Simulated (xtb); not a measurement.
F$_{4}$V (SMILES [F][V+]([F])([F])[F]), charge +1, singlet, from a rough starting geometry (GFN-xTB shapes and energies of metal compounds can be far from the true ones) (the multiplicity is a formal guess); xtb 6.7.1 with GFN2-xTB.

Here is a job for xtb.
```
$ xtb mol.xyz --gfn 2 --chrg 1 --opt vtight --json

# file mol.xyz
5

V      0.07201266    -0.07014679     0.02600183
F      1.03055424     0.75121145    -0.93326940
F      0.76027571    -0.94095242     1.02712438
F     -0.97787476    -0.78371830    -0.91789784
F     -0.80507644     1.08370985     0.82357709
```

### Question
Predict the main parts of the log of this xtb run.

### Answer

```
   ID    Z sym.   atoms
    1   23 V      1
    2    9 F      2-5

           -------------------------------------------------
          |                Calculation Setup                |
           -------------------------------------------------

           -------------------------------------------------
          |                 G F N 2 - x T B                 |
           -------------------------------------------------

          ...................................................
          :                      SETUP                      :
          :.................................................:
          :  # basis functions                  26          :
          :  # atomic orbitals                  25          :
          :  # shells                           11          :
          :  # electrons                        32          :
          :  max. iterations                   250          :
          :  Hamiltonian                  GFN2-xTB          :
          :  restarted?                      false          :
          :  GBSA solvation                  false          :
          :  PC potential                    false          :
          :  electronic temp.          300.0000000     K    :
          :  accuracy                    1.0000000          :
          :  -> integral cutoff          0.2500000E+02      :
          :  -> integral neglect         0.1000000E-07      :
          :  -> SCF convergence          0.1000000E-05 Eh   :
          :  -> wf. convergence          0.1000000E-03 e    :
          :  Broyden damping             0.4000000          :
          :  net charge                          1          :
          :  unpaired electrons                  0          :
          ...................................................

 iter      E             dE          RMSdq      gap      omega  full diag
   1    -16.9509244 -0.169509E+02  0.258E+01    1.92       0.0  T
   2    -17.7626715 -0.811747E+00  0.235E+01   15.05       1.0  T
   3    -19.6427085 -0.188004E+01  0.132E+01    6.98       1.0  T
   4    -20.2272813 -0.584573E+00  0.818E+00    5.27       1.0  T
   5    -20.4949508 -0.267670E+00  0.326E+00    4.39       1.0  T
   6    -20.5337721 -0.388213E-01  0.190E+00    3.65       1.0  T
   7    -20.5224249  0.113472E-01  0.227E+00    3.61       1.0  T
   8    -20.5413556 -0.189307E-01  0.134E+00    4.10       1.0  T
   9    -20.5491230 -0.776735E-02  0.451E-01    3.97       1.0  T
[...]
 * total energy  :   -20.4821966 Eh     change       -0.3653300E-02 Eh
 * total energy  :   -20.4854600 Eh     change       -0.3263395E-02 Eh
 * total energy  :   -20.4857988 Eh     change       -0.3388431E-03 Eh
 * total energy  :   -20.4860052 Eh     change       -0.2063709E-03 Eh
 * total energy  :   -20.4861551 Eh     change       -0.1498951E-03 Eh
 * total energy  :   -20.4862047 Eh     change       -0.4966861E-04 Eh
 * total energy  :   -20.4862196 Eh     change       -0.1490140E-04 Eh
 * total energy  :   -20.4862256 Eh     change       -0.6013630E-05 Eh
 * total energy  :   -20.4862275 Eh     change       -0.1828148E-05 Eh
 * total energy  :   -20.4862280 Eh     change       -0.4779866E-06 Eh
 * total energy  :   -20.4862281 Eh     change       -0.1829934E-06 Eh
 * total energy  :   -20.4862282 Eh     change       -0.1556954E-07 Eh
   *** GEOMETRY OPTIMIZATION CONVERGED AFTER 13 ITERATIONS ***
         :: total energy             -20.486228152657 Eh    ::
[...]
        24                          0.1199403               3.2637
        25                          0.1200232               3.2660
      -------------------------------------------------------------
                  HL-Gap            0.1546171 Eh            4.2073 eV
             Fermi-level           -0.7724778 Eh          -21.0202 eV

     #   Z          covCN         q      C6AA      α(0)
     1  23 V        2.699     0.736   184.334    30.396
     2   9 F        0.675     0.066     8.837     3.509
     3   9 F        0.675     0.066     8.837     3.509
     4   9 F        0.675     0.066     8.837     3.509
     5   9 F        0.675     0.066     8.837     3.509

 Mol. C6AA /au·bohr⁶  :        605.945903
 Mol. C8AA /au·bohr⁸  :      35045.019313
 Mol. α(0) /au        :         44.433780

Wiberg/Mayer (AO) data.
largest (>0.10) Wiberg bond orders for each atom

 ---------------------------------------------------------------------------
     #   Z sym  total        # sym  WBO       # sym  WBO       # sym  WBO
 ---------------------------------------------------------------------------
     1  23 V    6.271 --     5 F    1.568     2 F    1.568     4 F    1.568
                             3 F    1.568
     2   9 F    1.813 --     1 V    1.568
     3   9 F    1.813 --     1 V    1.568
     4   9 F    1.813 --     1 V    1.568
     5   9 F    1.813 --     1 V    1.568
 ---------------------------------------------------------------------------

Topologies differ in total number of bonds
Writing topology from bond orders to xtbtopo.mol

molecular dipole:
                 x           y           z       tot (Debye)
 q only:        0.030       0.015       0.010
   full:        0.030       0.015       0.009       0.088
molecular quadrupole (traceless):
                xx          xy          yy          xz          yz          zz
 q only:        0.001       0.001      -0.000       0.000       0.000      -0.001
  q+dip:        0.001       0.001      -0.000       0.001       0.000      -0.001
   full:        0.000       0.000      -0.000       0.000       0.000      -0.000

optimized geometry written to: xtbopt.xyz

           -------------------------------------------------
          | TOTAL ENERGY              -20.486228152657 Eh   |
          | GRADIENT NORM               0.000038106878 Eh/α |
          | HOMO-LUMO GAP               4.207344254140 eV   |
           -------------------------------------------------

normal termination of xtb
```
